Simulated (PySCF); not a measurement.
Dipole moment and polarisability of (HAlO)4 cubane

Species: (HAlO)4 cubane, Al4H4O4.
Structure used (PBE0-D3(BJ)/def2-SVP), in Å, numbered top down from 1:
```xyz
12
Al4H4O4 angstrom
Al     0.1347    0.9963    1.2777
H      0.2615    1.9587    2.5060
O     -0.9696   -0.4905    1.1575
Al    -1.5224    0.0039   -0.5435
H     -2.9962    0.0152   -1.0713
O     -0.3839    1.4661   -0.4413
Al     1.0114    0.4887   -1.1777
H      1.9800    0.9669   -2.3107
O      1.5012   -0.0177    0.5386
Al     0.4107   -1.5166    0.4590
H      0.8022   -2.9678    0.8966
O     -0.1142   -0.9858   -1.2397
```

Level: wB97X-D/def2-SVPD (PySCF), static field, nuclei fixed, core orbitals frozen in the response. The polarisability tensor in these axes (au):

```
x   87.51 -0.01  0.02
y   -0.01 87.66 -0.06
z    0.02 -0.06 87.54
```

Give the principal values, the mean and the anisotropy Δα = √{½[(α1 − α2)² + (α2 − α3)² + (α1 − α3)²]}.

Principal values 87.50, 87.53 and 87.69 au; mean 87.57 au = 12.98 Å³ = 14.44 × 10⁻⁴⁰ C²·m²/J; Δα = 0.18 au (0 % of the mean). Point group Td makes the tensor isotropic, so any spread comes from the grid or from a geometry that is symmetric only within 0.08 Å.

What is the dipole moment?

0.01 D; point group Td allows none, and the residue is numerical.

Find the Langevin capture rate constant for NH4+ (18.034 u) meeting this molecule (175.937 u), k = 2.342 × 10⁻⁹ cm³/s × √(α in Å³ / reduced mass in u).

The reduced mass is 16.36 u, so k = 2.09 × 10⁻⁹ cm³/s.

Molar refractivity from α?

Lorentz–Lorenz: R = (4π/3)N_A α = 2.5225 cm³/(mol·Å³) × 12.98 Å³ = 32.7 cm³/mol, in the limit of long wavelengths.

Form Σ f/ω² (atomic units) for the 15 lowest TDDFT singlets, given as eV and f, and set it beside the mean polarisability, which is this sum over all singlets: 7.88, 0.0120; 7.89, 0.0121; 7.89, 0.0109; 7.93, 0.0000; 7.93, 0.0000; 7.93, 0.0000; 7.96, 0.0000; 7.97, 0.0000; 8.11, 0.0001; 8.41, 0.2586; 8.43, 0.2609; 8.43, 0.2618; 8.56, 0.0001; 8.56, 0.0001; 8.56, 0.0001.

They add up to 8.58 au, 9.8 % of the 87.57 au; the largest single term is 2.73 au, from the state at 8.43 eV. Terms in order: 0.14, 0.14, 0.13, 0.00, 0.00, 0.00, 0.00, 0.00, 0.00, 2.71, 2.72, 2.73, 0.00, 0.00, 0.00 au. Higher excitations give the rest. The strengths listed sum to 0.817.

What would n − 1 = 2πNα be for an ideal gas of these molecules at 500 K and 1 atm, electronic part alone?

N = p/kT = 1.4678 × 10¹⁹ cm⁻³, so n − 1 = 2π × N × 12.98 × 10⁻²⁴ cm³ = 1197 × 10⁻⁶ at long wavelengths.

Geometry: PBE0-D3(BJ)/def2-SVP, one conformer, isolated molecule.
